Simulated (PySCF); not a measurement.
# Optical rotation: SMILES F[C@@H]1OCC[C@H]1S, C4H7FOS

Molfile (atoms numbered from 1):
```
C4H7FOS
     RDKit          3D

 14 14  0  0  0  0  0  0  0  0999 V2000
    0.0298    2.2428   -0.2343 F   0  0  0  0  0  0  0  0  0  0  0  0
   -0.4825    1.1360    0.4325 C   0  0  2  0  0  0  0  0  0  0  0  0
    0.4650    0.5906    1.2506 O   0  0  0  0  0  0  0  0  0  0  0  0
    1.3118   -0.2560    0.4683 C   0  0  0  0  0  0  0  0  0  0  0  0
    0.5163   -0.6418   -0.7940 C   0  0  0  0  0  0  0  0  0  0  0  0
   -0.8269    0.0676   -0.6071 C   0  0  1  0  0  0  0  0  0  0  0  0
   -2.1340   -1.0302    0.0349 S   0  0  0  0  0  0  0  0  0  0  0  0
   -1.3238    1.5055    1.0273 H   0  0  0  0  0  0  0  0  0  0  0  0
    1.5689   -1.1112    1.0960 H   0  0  0  0  0  0  0  0  0  0  0  0
    2.2261    0.2877    0.2120 H   0  0  0  0  0  0  0  0  0  0  0  0
    0.3888   -1.7187   -0.8848 H   0  0  0  0  0  0  0  0  0  0  0  0
    1.0123   -0.2728   -1.6906 H   0  0  0  0  0  0  0  0  0  0  0  0
   -1.2271    0.5018   -1.5210 H   0  0  0  0  0  0  0  0  0  0  0  0
   -1.5254   -1.3019    1.1880 H   0  0  0  0  0  0  0  0  0  0  0  0
  1  2  1  0
  2  3  1  0
  3  4  1  0
  4  5  1  0
  5  6  1  0
  6  7  1  0
  6  2  1  0
  2  8  1  1
  4  9  1  0
  4 10  1  0
  5 11  1  0
  5 12  1  0
  6 13  1  6
  7 14  1  0
M  END
```

Computed with TDDFT wB97X-D/aug-cc-pVDZ circular dichroism and optical rotation, one conformer, gas phase in PySCF. Geometry: GFN2-xTB.

The molecule is flexible and this is one conformer; a measurement averages over conformers.

Stereocentres: C2 S, C6 R.

Problem. What is the specific rotation at 633, 589.3, 546, 436, 405, 365, 355 nm?

Solution. [α] in deg dm⁻¹ (g/mL)⁻¹:
```
λ (nm)  origin-invariant length gauge  modified velocity gauge  length gauge (centre of mass)  isotropic polarisability (au)
   633                          -13.3                    -13.7                          -12.1                           71.8
 589.3                          -15.4                    -15.8                          -13.9                           72.0
   546                          -17.9                    -18.4                          -16.1                           72.3
   436                          -27.9                    -28.8                          -25.0                           73.5
   405                          -32.2                    -33.3                          -28.9                           74.1
   365                          -39.4                    -40.9                          -35.1                           75.1
   355                          -41.5                    -43.1                          -37.0                           75.4
```

Problem. And for the mirror image at 589.3 nm?

Solution. +15.4 deg dm⁻¹ (g/mL)⁻¹ (origin-invariant length gauge): the same size and the opposite sign.

Problem. What is the molar rotation [Φ] = [α]·M/100 of the geometry above at 589.3 nm?

Solution. With M = 122.16 g/mol, -18.8 deg cm² dmol⁻¹ (origin-invariant length gauge).

The first excitation lies at 5.68 eV (218 nm) with R = -0.5 × 10⁻⁴⁰ esu² cm² (velocity form).
